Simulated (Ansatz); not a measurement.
Geometry optimisation, RKS LDA/def2-SVP in Ansatz 0.2.0.

Input file:

```yaml
crystal:
  periodic: [false, false, false]
  atoms:
    - { symbol: W, position_ang: [0.0, 0.0, 0.0] }
    - { symbol: Cl, position_ang: [0.0, 0.0, 2.74] }
    - { symbol: H, position_ang: [1.72, 0.0, 0.0] }
    - { symbol: F, position_ang: [0.0, 1.85, 0.0] }
    - { symbol: O, position_ang: [-1.94, 0.0, 0.0] }
    - { symbol: H, position_ang: [-2.2771, -0.1263, 0.9437] }
    - { symbol: H, position_ang: [0.0, -1.72, 0.0] }
    - { symbol: F, position_ang: [0.0, 0.0, -1.85] }
    - { symbol: "N", position_ang: [1.5641, 1.6294, 0.7505] }
    - { symbol: H, position_ang: [2.4032, 1.3328, 1.3263] }
    - { symbol: H, position_ang: [1.4216, 2.6516, 0.5089] }
    - { symbol: H, position_ang: [1.0745, 1.1194, 1.972] }
basis:
  gaussian: { orbitals: def2-SVP }
hamiltonian:
  xc: lda
relax:
  f_tol: 0.15
  max_steps: 25
  restrain:
    - { distance: [0, 8], at: 3.28, k: 30.0 }
    - { distance: [11, 1], at: 2.57, k: 30.0 }
    - { distance: [0, 1], at: 2.39, k: 30.0 }
    - { distance: [11, 8], at: 1.06, k: 30.0 }
```

Command:

```bash
$ ansatz run input.yaml --threads 4 --pin off --max-ram 5120MiB --backend cpu --events-out ev --progress --plain --runs-dir out
```

Q: Where does it end, and by what steps?

A: The forces met the threshold. The restraints hold the end off the free minimum; the threshold counts their pulls, which the force column leaves out. Restrained pairs: W1–N9 (2.38 → 3.26 Å), Cl2–H12 (1.73 → 2.57 Å), W1–Cl2 (2.74 → 2.35 Å), N9–H12 (1.41 → 1.04 Å). After 20 steps the energy has fallen by 6.721 eV (the restraints' own energy left out); H3 moved furthest, 1.36 Å. The start is strongly strained (largest force component 9 eV/Å), so its close contacts needn't be bonds.

```csv
step,energy less start (eV),largest force component (eV/Å),accepted
0,0.0000,8.774,yes
1,-1.4354,4.911,yes
2,-2.2630,5.211,yes
3,-3.2861,4.245,yes
4,-4.3366,2.440,yes
5,-5.1271,1.308,yes
6,-5.6328,1.072,yes
7,-5.9949,0.899,yes
8,-6.1496,0.664,yes
9,-6.2101,0.542,yes
10,-6.2467,0.660,yes
11,-6.2916,1.238,yes
12,-6.3737,1.362,yes
13,-6.4884,1.031,yes
14,-6.6137,1.032,yes
15,-6.6755,1.107,yes
16,-6.6893,1.116,yes
17,-6.7104,1.086,yes
18,-6.7100,1.178,no
19,-6.7219,1.092,yes
20,-6.7215,1.282,yes
```

```xyz
12
Properties=species:S:1:pos:R:3
W -0.337 0.210 0.296
Cl -0.343 0.457 2.637
H 0.943 -0.801 0.781
F -0.622 2.012 -0.238
O -2.127 -0.271 0.187
H -2.431 -1.201 0.165
H -0.240 -1.424 -0.193
F 0.740 0.284 -1.217
N 2.268 2.015 1.056
H 2.704 1.280 0.487
H 1.577 2.551 0.513
H 1.834 1.623 1.919
```

Time of the run: 35 s on 4 threads of Arm Neoverse V1, with other jobs on the host, peak memory 0.2 GiB.
